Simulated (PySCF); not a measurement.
Species: C5H10F2OSi.
Geometry (PBE0-D3(BJ)/def2-SVP, Å), atoms numbered from 1 in this order:
```xyz
19
C5H10F2OSi angstrom
C     -2.9252   -0.4504   -0.6542
C     -1.7178   -0.8701   -0.2736
C     -0.9832   -0.3800    0.9349
C      0.3687    0.2447    0.6039
O      1.1564   -0.6843   -0.0833
Si     2.8222   -0.6445   -0.2676
C      0.2249    1.5047   -0.2320
F     -0.4776    2.4297    0.4563
F      1.4606    2.0150   -0.4716
H     -3.4118   -0.8514   -1.5472
H     -3.4756    0.3046   -0.0827
H     -1.1923   -1.6238   -0.8709
H     -1.5867    0.3530    1.4913
H     -0.7809   -1.2268    1.6122
H      0.8588    0.5642    1.5455
H      3.4333    0.0430    0.9101
H      3.2598   -2.0675   -0.3164
H      3.2308    0.0336   -1.5298
H     -0.2698    1.3229   -1.2007
```

Computed, not measured: PBE0-D3(BJ)/def2-SVP geometry optimisation, gas phase (PySCF 2.14.0).

Masses are those of the commonest isotopes; rigid-rotor values at the optimised geometry. The values belong to one conformer with, in the numbering `[CH2:1]=[CH:2][CH2:3][C@@H:4]([O:5][SiH3:6])[CH:7]([F:8])[F:9]`, C1–C2–C3–C4 -121°, C2–C3–C4–O5 -57°, C3–C4–O5–Si6 -161°, C3–C4–C7–F8 61°.

Task: Give the principal moments of inertia and the rotational constants in MHz.

Result: Ia = 288.64, Ib = 529.53, Ic = 726.87 u·Å²; 505379 MHz·u·Å²/I gives A = 1751, B = 954.4, C = 695.3 MHz.

Task: Classify the top.

Result: An asymmetric top. Ray's parameter κ = (2B − A − C)/(A − C) = -0.509; −1 is the prolate and +1 the oblate limit.

Task: Is it planar, by Δ = Ic − Ia − Ib?

Result: Not planar: Δ = Ic − Ia − Ib = -91.30 u·Å². For a rigid frame Δ = −2 Σ m c², so Σ m c² = 45.65 u·Å² lies off the ab plane: 15.29 from hydrogen and 30.36 from heavier atoms. The atom farthest from that plane is 1.68 Å away.

Task: Give the other two planar moments, Paa and Pbb, and the rms extents of the mass along the axes.

Result: Paa = Σ m a² = (Ib + Ic − Ia)/2 = 483.88 and Pbb = Σ m b² = (Ia + Ic − Ib)/2 = 242.99 u·Å². With the mass M = 152.05 u, the rms extents √(P/M) along a, b and c are 1.78, 1.26, 0.55 Å.

Task: Where do the levels up to J = 2 lie, in MHz?

Result: Above 0(0,0):
J = 1: 1(0,1) 1650, 1(1,1) 2446, 1(1,0) 2705
J = 2: 2(0,2) 4895, 2(1,2) 5486, 2(1,1) 6264, 2(2,1) 8653, 2(2,0) 8707
Those of J = 1 are B + C, A + C and A + B.

Task: Which lines would a microwave search look for?

Result: The dipole components are |μa| = 0.39 D, |μb| = 0.87 D, |μc| = 0.30 D. The squared components, which scale the intensities, stand as 0.20 : 1.00 : 0.12 (a : b : c). Some lines, for components of 0.1 D or more:

```json
{"type": "c", "branch": "Q", "J(Ka,Kc)": "3(1,3) ← 3(0,3)", "MHz": "373", "lower level (cm⁻¹)": "0.322"}
{"type": "c", "branch": "Q", "J(Ka,Kc)": "2(1,2) ← 2(0,2)", "MHz": "591", "lower level (cm⁻¹)": "0.163"}
{"type": "a", "branch": "R", "J(Ka,Kc)": "1(0,1) ← 0(0,0)", "MHz": "1650", "lower level (cm⁻¹)": "0.000"}
{"type": "b", "branch": "Q", "J(Ka,Kc)": "3(1,2) ← 3(0,3)", "MHz": "1920", "lower level (cm⁻¹)": "0.322"}
{"type": "b", "branch": "Q", "J(Ka,Kc)": "3(2,1) ← 3(1,2)", "MHz": "2293", "lower level (cm⁻¹)": "0.386"}
{"type": "b", "branch": "Q", "J(Ka,Kc)": "2(2,0) ← 2(1,1)", "MHz": "2443", "lower level (cm⁻¹)": "0.209"}
{"type": "b", "branch": "R", "J(Ka,Kc)": "1(1,1) ← 0(0,0)", "MHz": "2446", "lower level (cm⁻¹)": "0.000"}
{"type": "c", "branch": "R", "J(Ka,Kc)": "1(1,0) ← 0(0,0)", "MHz": "2705", "lower level (cm⁻¹)": "0.000"}
{"type": "b", "branch": "R", "J(Ka,Kc)": "3(1,2) ← 2(2,1)", "MHz": "2910", "lower level (cm⁻¹)": "0.289"}
{"type": "b", "branch": "Q", "J(Ka,Kc)": "2(2,1) ← 2(1,2)", "MHz": "3167", "lower level (cm⁻¹)": "0.183"}
{"type": "a", "branch": "R", "J(Ka,Kc)": "2(1,1) ← 1(1,0)", "MHz": "3558", "lower level (cm⁻¹)": "0.090"}
{"type": "b", "branch": "Q", "J(Ka,Kc)": "3(2,2) ← 3(1,3)", "MHz": "3586", "lower level (cm⁻¹)": "0.334"}
{"type": "b", "branch": "R", "J(Ka,Kc)": "2(1,2) ← 1(0,1)", "MHz": "3837", "lower level (cm⁻¹)": "0.055"}
{"type": "b", "branch": "Q", "J(Ka,Kc)": "3(3,1) ← 3(2,2)", "MHz": "4661", "lower level (cm⁻¹)": "0.454"}
{"type": "b", "branch": "R", "J(Ka,Kc)": "3(1,3) ← 2(0,2)", "MHz": "5121", "lower level (cm⁻¹)": "0.163"}
{"type": "a", "branch": "R", "J(Ka,Kc)": "3(2,1) ← 2(2,0)", "MHz": "5150", "lower level (cm⁻¹)": "0.290"}
{"type": "a", "branch": "R", "J(Ka,Kc)": "3(1,2) ← 2(1,1)", "MHz": "5300", "lower level (cm⁻¹)": "0.209"}
{"type": "c", "branch": "R", "J(Ka,Kc)": "2(2,0) ← 1(1,0)", "MHz": "6002", "lower level (cm⁻¹)": "0.090"}
{"type": "c", "branch": "R", "J(Ka,Kc)": "2(2,1) ← 1(1,1)", "MHz": "6207", "lower level (cm⁻¹)": "0.082"}
{"type": "c", "branch": "R", "J(Ka,Kc)": "3(1,2) ← 2(0,2)", "MHz": "6668", "lower level (cm⁻¹)": "0.163"}
{"type": "b", "branch": "R", "J(Ka,Kc)": "3(2,2) ← 2(1,1)", "MHz": "7339", "lower level (cm⁻¹)": "0.209"}
{"type": "c", "branch": "R", "J(Ka,Kc)": "3(2,1) ← 2(1,1)", "MHz": "7593", "lower level (cm⁻¹)": "0.209"}
{"type": "b", "branch": "R", "J(Ka,Kc)": "3(3,1) ← 2(2,0)", "MHz": "9556", "lower level (cm⁻¹)": "0.290"}
{"type": "c", "branch": "R", "J(Ka,Kc)": "3(3,0) ← 2(2,0)", "MHz": "9564", "lower level (cm⁻¹)": "0.290"}
{"type": "c", "branch": "R", "J(Ka,Kc)": "3(3,1) ← 2(2,1)", "MHz": "9610", "lower level (cm⁻¹)": "0.289"}
```

Task: Estimate the classical rotational partition function at 10 K, 100 K and 500 K.

Result: Point group C1, symmetry number σ = 1; q = (√π/σ)·√((kT/h)³/(ABC)), k/h = 20836.6 MHz/K: 4950 at 10 K, 156000 at 100 K, 1750000 at 500 K.

Not checked by PBE0-D3(BJ)/def2-SVP frequencies. Zero-point vibration and centrifugal distortion are left out. A rigid rotor knows nothing of internal rotation, which can split or shift real lines.

Time: 6.2 min; peak memory 0.77 GiB. Hardware: Intel Xeon at 2.50 GHz, one thread, on a shared host. This is the geometry optimisation.
